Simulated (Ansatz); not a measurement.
Calculated with Ansatz (gas phase, PBE0-D4/def2-TZVP geometries, no zero-point term in ΔE). CCSD(T)/CBS is the MP2 limit (def2-TZVPP, def2-QZVPP) plus CCSD(T) − MP2 in def2-TZVPP, frozen cores. This one scheme is used for every species. Functionals use def2-TZVPP. B3LYP here is the variant with VWN-RPA as its local correlation; programs differ in this. For Ge outer-core shells are correlated without core-valence functions, which leaves a few kJ/mol of doubt a bond. Scalar relativity is left out up to krypton.

Consider the cleavage of the B–Al bond: `[BH2][AlH][SiH3]` + `[OH][GeH3]` → `B[O][GeH3]` + `[AlH2][SiH3]`.

`[BH2][AlH][SiH3]`:

Z-matrix (Å, degrees):
```
Si
Al 1 2.466
H 1 1.493 2 109.9
H 1 1.491 2 113.3 3 -119.7
H 1 1.492 2 111.9 3 118.8
B 2 2.109 1 120.7 3 107.7
H 2 1.595 1 117.5 3 -71.3
H 6 1.200 2 122.8 1 90.1
H 6 1.200 2 122.6 1 -87.7
```

`[OH][GeH3]`:

```xyz
6

O     0.791    0.037    1.120
Ge   -0.244   -0.190   -0.314
H     1.012    0.957    1.275
H    -0.474   -1.702   -0.378
H     0.483    0.324   -1.572
H    -1.568    0.575   -0.132
```

`B[O][GeH3]`:

Cartesian coordinates in Å:
```
B 1.474 -0.392 -0.391
O 0.206 -0.228 -0.794
Ge -1.177 0.293 0.230
H 1.790 -0.188 0.757
H 2.281 -0.746 -1.207
H -2.207 -0.839 0.153
H -1.707 1.584 -0.404
H -0.658 0.515 1.658
```

`[AlH2][SiH3]`:

Z-matrix (Å, degrees):
```
Si
Al 1 2.457
H 1 1.490 2 113.4
H 1 1.492 2 110.7 3 -121.0
H 1 1.492 2 110.6 3 120.9
H 2 1.589 1 121.5 3 0.3
H 2 1.589 1 119.5 3 -179.7
```

```tsv
level	ΔE (kcal/mol)	difference from CCSD(T)/CBS
revPBE-D4	-38.7	2.2
r2SCAN-D4	-40.7	0.2
CAM-B3LYP-D4	-43.5	-2.6
B3LYP	-41.8	-0.9
r2SCANh	-40.8	0.1
HF/def2-QZVPP	-43.4	-2.5
MP2/def2-QZVPP	-42.9	-2.0
SCS-MP2/def2-QZVPP	-42.8	-1.9
MP2/CBS(def2)	-42.5	-1.6
CCSD/CBS(def2)	-40.7	0.2
CCSD(T)/CBS	-40.9	0
```

Largest T1 diagnostic among the species: 0.013.

From BLYP to BHLYP (50 % exact exchange), in def2-TZVPP and without D4, ΔE moves by −1.6 kcal/mol. At CCSD(T), def2-SVP lies −5.5 kcal/mol from the extrapolated value and def2-TZVPP −0.6 kcal/mol.
